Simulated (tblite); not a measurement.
A geometry optimisation, step by step.

Compound: C₅H₁₂O₂Si.
SMILES with atom numbers: `[CH3:1][C:2](=[O:3])[CH2:4][CH2:5][CH2:6][SiH2:7][OH:8]` (hydrogens: H9, H10, H11 on C1; H12, H13 on C4; H14, H15 on C5; H16, H17 on C6; H18, H19 on Si7; H20 on O8)

Computed with GFN2-xTB (tblite), gas phase: L-BFGS steps from a force-field or distance-geometry start until the largest atomic force falls under 0.01 eV/Å. 5 of its 93 geometries are shown.

Step 0: E = -727.1459 eV, largest atomic force 1.510 eV/Å
```
atom  x, y, z in Å  |  force x, y, z in eV/Å
C1     -2.573   -1.942   -0.773   -0.440   0.035  -0.187
C2     -1.248   -1.244   -0.741    1.129   0.498  -0.871
O3     -0.674   -0.892   -1.762   -0.646  -0.348   1.089
C4     -0.639   -1.036    0.641   -0.284  -0.438   0.232
C5      0.681   -0.275    0.636    0.110   0.433  -0.266
C6      0.476    1.226    0.366   -0.145  -0.193   0.455
Si7     2.058    2.226    0.180    0.952   0.261  -0.112
O8      3.039    1.643   -1.021   -0.868   0.144   0.117
H9     -3.309   -1.355   -0.211    0.157  -0.229  -0.035
H10    -2.495   -2.940   -0.336   -0.027   0.206   0.014
H11    -2.922   -2.031   -1.810    0.131  -0.002   0.285
H12    -0.464   -2.042    1.073   -0.183   0.346  -0.180
H13    -1.375   -0.526    1.291    0.247  -0.199  -0.270
H14     1.181   -0.405    1.597   -0.067   0.049   0.059
H15     1.349   -0.698   -0.123   -0.191   0.044  -0.007
H16    -0.109    1.373   -0.532   -0.285  -0.197  -0.215
H17    -0.106    1.660    1.192    0.032  -0.162  -0.182
H18     2.811    2.192    1.458   -0.021  -0.102  -0.474
H19     1.716    3.630   -0.132    0.002  -0.200   0.009
H20     2.599    1.447   -1.863    0.395   0.052   0.539
```

Step 23: E = -727.2612 eV, largest atomic force 0.029 eV/Å
```
atom  x, y, z in Å  |  force x, y, z in eV/Å
C1     -2.557   -1.921   -0.770   -0.005  -0.001   0.005
C2     -1.212   -1.233   -0.750    0.002   0.007   0.006
O3     -0.652   -0.880   -1.756    0.004  -0.004  -0.006
C4     -0.632   -1.046    0.636    0.017   0.010  -0.006
C5      0.672   -0.247    0.631    0.011  -0.004   0.009
C6      0.434    1.238    0.375   -0.011  -0.004  -0.004
Si7     2.043    2.239    0.193    0.000  -0.006  -0.001
O8      2.998    1.631   -0.972    0.005   0.002   0.001
H9     -3.278   -1.346   -0.194   -0.008   0.016   0.002
H10    -2.472   -2.904   -0.313    0.001  -0.011   0.001
H11    -2.911   -2.026   -1.791    0.004   0.000  -0.010
H12    -0.465   -2.043    1.055    0.000   0.017  -0.006
H13    -1.377   -0.550    1.264    0.005  -0.028  -0.003
H14     1.176   -0.375    1.591    0.008   0.000   0.014
H15     1.323   -0.652   -0.146    0.002  -0.006  -0.002
H16    -0.157    1.340   -0.537   -0.014   0.007  -0.007
H17    -0.175    1.646    1.183   -0.003   0.010   0.005
H18     2.907    2.127    1.363   -0.008  -0.008  -0.005
H19     1.672    3.627   -0.103    0.013   0.011  -0.006
H20     2.656    1.387   -1.829   -0.022  -0.008   0.015
```

Step 46: E = -727.2645 eV, largest atomic force 0.023 eV/Å
```
atom  x, y, z in Å  |  force x, y, z in eV/Å
C1     -2.548   -1.899   -0.773    0.001   0.001  -0.006
C2     -1.192   -1.234   -0.754    0.003  -0.008  -0.006
O3     -0.625   -0.892   -1.761    0.002   0.003   0.000
C4     -0.608   -1.059    0.631   -0.003  -0.001   0.007
C5      0.675   -0.229    0.637    0.015   0.007  -0.001
C6      0.415    1.253    0.378    0.002   0.009  -0.001
Si7     2.031    2.242    0.191   -0.009  -0.002   0.004
O8      2.954    1.606   -0.985   -0.009   0.011   0.004
H9     -3.264   -1.298   -0.216    0.002   0.003  -0.017
H10    -2.488   -2.876   -0.297    0.002   0.010  -0.002
H11    -2.892   -2.016   -1.798   -0.010   0.000   0.008
H12    -0.408   -2.061    1.022    0.007  -0.011  -0.001
H13    -1.362   -0.606    1.278   -0.007   0.014   0.011
H14     1.176   -0.347    1.600    0.002  -0.002   0.017
H15     1.340   -0.621   -0.134    0.005  -0.018  -0.009
H16    -0.177    1.348   -0.535   -0.006  -0.002   0.002
H17    -0.197    1.657    1.186    0.010   0.003   0.002
H18     2.890    2.108    1.362    0.006   0.000  -0.003
H19     1.703    3.642   -0.100   -0.010  -0.018  -0.010
H20     2.571    1.294   -1.802   -0.002   0.001   0.004
```

Step 69: E = -727.2690 eV, largest atomic force 0.033 eV/Å
```
atom  x, y, z in Å  |  force x, y, z in eV/Å
C1     -2.522   -1.808   -0.814    0.021   0.001  -0.018
C2     -1.129   -1.228   -0.759   -0.012   0.020   0.023
O3     -0.522   -0.904   -1.748   -0.005  -0.017   0.016
C4     -0.565   -1.105    0.641    0.000   0.002   0.003
C5      0.703   -0.253    0.692   -0.006  -0.021   0.003
C6      0.408    1.224    0.443   -0.005  -0.025  -0.001
Si7     1.983    2.251    0.154   -0.003  -0.009  -0.008
O8      2.844    1.605   -1.063    0.019  -0.017   0.004
H9     -3.228   -1.102   -0.379    0.030  -0.007  -0.005
H10    -2.568   -2.730   -0.240   -0.012   0.018  -0.006
H11    -2.803   -1.998   -1.846   -0.022  -0.016  -0.010
H12    -0.351   -2.122    0.984    0.008   0.020   0.009
H13    -1.332   -0.692    1.301    0.003  -0.016  -0.008
H14     1.184   -0.373    1.665   -0.007   0.014   0.004
H15     1.393   -0.628   -0.066   -0.004   0.016  -0.015
H16    -0.224    1.308   -0.444   -0.016  -0.005   0.013
H17    -0.175    1.620    1.276    0.007   0.004  -0.002
H18     2.900    2.186    1.286    0.002   0.008  -0.006
H19     1.585    3.622   -0.177    0.010   0.013   0.010
H20     2.413    1.138   -1.776   -0.007   0.017  -0.008
```

Step 92: E = -727.2726 eV, largest atomic force 0.009 eV/Å
```
atom  x, y, z in Å  |  force x, y, z in eV/Å
C1     -2.498   -1.745   -0.849   -0.002   0.002   0.002
C2     -1.077   -1.245   -0.758    0.001  -0.006   0.004
O3     -0.427   -0.960   -1.732    0.001  -0.003  -0.001
C4     -0.541   -1.140    0.655    0.001   0.001   0.000
C5      0.709   -0.265    0.733    0.001  -0.001  -0.004
C6      0.390    1.211    0.502   -0.002  -0.002  -0.003
Si7     1.945    2.241    0.121   -0.003  -0.001   0.003
O8      2.773    1.559   -1.098    0.000   0.003   0.002
H9     -3.169   -0.954   -0.518   -0.001   0.001  -0.002
H10    -2.646   -2.605   -0.201    0.005   0.004  -0.003
H11    -2.741   -2.004   -1.876    0.000  -0.004   0.002
H12    -0.304   -2.159    0.977   -0.007   0.002   0.003
H13    -1.326   -0.761    1.314    0.001   0.003   0.000
H14     1.188   -0.389    1.706   -0.005  -0.002  -0.003
H15     1.408   -0.615   -0.029    0.009   0.001   0.002
H16    -0.294    1.291   -0.346   -0.001  -0.001   0.000
H17    -0.147    1.605    1.366    0.005   0.002  -0.003
H18     2.907    2.220    1.216    0.003  -0.002   0.001
H19     1.525    3.600   -0.236    0.000   0.005   0.006
H20     2.320    1.126   -1.818   -0.005  -0.002  -0.006
```

Question: Summarise the path.

Answer: The energy falls by 12.22 kJ/mol from step 0 to step 92; nine tenths of that is first reached at step 17. It falls at every step. The largest force goes from 1.510 to 0.009 eV/Å. Among the bonds Si7–O8 changes most, from 1.657 to 1.624 Å; the atoms move by 0.257 Å rms after alignment.

Question: Follow the three bonds and two angles with the largest change from start to end.

Answer: 
| step | E above end (kJ/mol) | largest force (eV/Å) | Si7–O8 (Å) | Si7–H18 (Å) | C6–Si7 (Å) | O8–Si7–H18 (°) | Si7–O8–H20 (°) |
| --- | --- | --- | --- | --- | --- | --- | --- |
| 0 | 12.22 | 1.510 | 1.657 | 1.484 | 1.881 | 108.4 | 115.6 |
| 4 | 4.38 | 0.264 | 1.625 | 1.452 | 1.900 | 108.4 | 119.2 |
| 8 | 2.16 | 0.136 | 1.625 | 1.463 | 1.902 | 103.4 | 120.6 |
| 12 | 1.43 | 0.111 | 1.625 | 1.456 | 1.909 | 101.6 | 120.6 |
| 16 | 1.24 | 0.054 | 1.624 | 1.458 | 1.904 | 101.2 | 121.1 |
| 20 | 1.14 | 0.027 | 1.625 | 1.457 | 1.905 | 101.4 | 121.9 |
| 24 | 1.09 | 0.028 | 1.624 | 1.458 | 1.903 | 101.5 | 121.9 |
| 28 | 1.02 | 0.030 | 1.625 | 1.457 | 1.903 | 101.5 | 121.4 |
| 32 | 0.94 | 0.037 | 1.624 | 1.458 | 1.902 | 101.6 | 121.2 |
| 36 | 0.87 | 0.030 | 1.625 | 1.459 | 1.904 | 101.9 | 121.5 |
| 40 | 0.84 | 0.019 | 1.625 | 1.458 | 1.903 | 102.0 | 121.5 |
| 44 | 0.81 | 0.024 | 1.625 | 1.458 | 1.904 | 102.1 | 121.4 |
| 48 | 0.78 | 0.020 | 1.625 | 1.458 | 1.904 | 102.2 | 121.2 |
| 52 | 0.74 | 0.023 | 1.625 | 1.458 | 1.903 | 102.2 | 121.1 |
| 56 | 0.69 | 0.029 | 1.625 | 1.458 | 1.904 | 102.3 | 120.5 |
| 60 | 0.62 | 0.035 | 1.625 | 1.458 | 1.904 | 102.4 | 120.1 |
| 64 | 0.50 | 0.143 | 1.626 | 1.459 | 1.904 | 103.0 | 120.5 |
| 68 | 0.37 | 0.038 | 1.625 | 1.459 | 1.902 | 103.2 | 120.9 |
| 72 | 0.28 | 0.027 | 1.625 | 1.459 | 1.904 | 103.4 | 120.8 |
| 76 | 0.23 | 0.025 | 1.625 | 1.458 | 1.903 | 103.4 | 120.7 |
| 80 | 0.16 | 0.040 | 1.625 | 1.460 | 1.904 | 103.3 | 120.8 |
| 84 | 0.06 | 0.030 | 1.624 | 1.458 | 1.905 | 102.9 | 120.8 |
| 88 | 0.02 | 0.021 | 1.624 | 1.458 | 1.904 | 102.9 | 120.9 |
| 92 | 0.00 | 0.009 | 1.624 | 1.458 | 1.904 | 102.8 | 120.9 |

The cost below is that of the whole relaxation. On an Intel Xeon at 2.50 GHz with one thread, no GPU, shared host with 64 logical CPUs at a one-minute load of 63, this took 2.2 s.
